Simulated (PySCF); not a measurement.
# Static response to an electric field

Compound: C8H6BrN.
Cartesian coordinates in Å at the PBE0-D3(BJ)/def2-SVP level; atoms count from 1:
```xyz
16
C8H6BrN angstrom
Br    -0.6192    2.4224   -0.3291
C     -0.8396    0.5483   -0.4206
C     -2.0943   -0.0345   -0.4916
C     -2.2178   -1.4361   -0.5592
C     -1.1064   -2.2650   -0.5569
C      0.1732   -1.6896   -0.4850
C      1.5117   -2.2037   -0.4601
C      2.3543   -1.1243   -0.3803
N      1.6186    0.0348   -0.3542
C      0.2902   -0.2741   -0.4165
H     -2.9830    0.5985   -0.4951
H     -3.2186   -1.8698   -0.6147
H     -1.2221   -3.3497   -0.6104
H      1.8113   -3.2484   -0.4970
H      3.4412   -1.0909   -0.3393
H      1.9816    0.9761   -0.2978
```

Level: CAM-B3LYP/def2-SVPD (PySCF), static field, nuclei fixed, core orbitals frozen in the response. The polarisability tensor in these axes (au):

```
x   146.31  -3.48   2.63
y    -3.48 146.51   3.37
z     2.63   3.37  69.19
```

Diagonalise the tensor; give its mean and Δα, where Δα² is half the sum of the squared differences of the eigenvalues.

Principal values 68.94, 143.17 and 149.89 au; mean 120.67 au = 17.88 Å³ = 19.90 × 10⁻⁴⁰ C²·m²/J; Δα = 77.81 au (64 % of the mean).

What is the dipole moment, and where does it point?

(1.47, -0.40, 0.04) D, 1.53 D in size, pointing from the negative to the positive side. Measured along this direction, the outermost atoms are H11 at the negative end and H15 at the positive end.

Sum over states: ᾱ = Σ f/ω², ω in Eh. What share falls to these 6 lowest TDDFT singlets (eV, f)? 4.90, 0.0919; 5.04, 0.0832; 5.34, 0.0002; 6.00, 0.0000; 6.07, 0.0000; 6.24, 0.6636.

They add up to 17.87 au, 14.8 % of the 120.67 au; the largest single term is 12.60 au, from the state at 6.24 eV. Terms in order: 2.83, 2.43, 0.01, 0.00, 0.00, 12.60 au. Higher excitations give the rest. The strengths listed sum to 0.839.

How large is μ²/3kT at 400 K beside α?

In Gaussian units μ²/3kT = 14.08 Å³ against 17.88 Å³, a ratio of 0.79; the Debye molar polarisation (4π/3)N_A(α + μ²/3kT) is 80.6 cm³/mol, leaving out the vibrational part.

Estimate the molar refractivity from the static electronic polarisability.

Lorentz–Lorenz: R = (4π/3)N_A α = 2.5225 cm³/(mol·Å³) × 17.88 Å³ = 45.1 cm³/mol, in the limit of long wavelengths.

Find the Langevin capture rate constant for H3+ (3.023 u) meeting this molecule (194.968 u), k = 2.342 × 10⁻⁹ cm³/s × √(α in Å³ / reduced mass in u).

The reduced mass is 2.98 u, so k = 5.74 × 10⁻⁹ cm³/s. The formula leaves out the permanent dipole, which adds to the capture rate.

Geometry: PBE0-D3(BJ)/def2-SVP; no solvent, vibrations or thermal averaging. The calculation is non-relativistic, for bromine too.
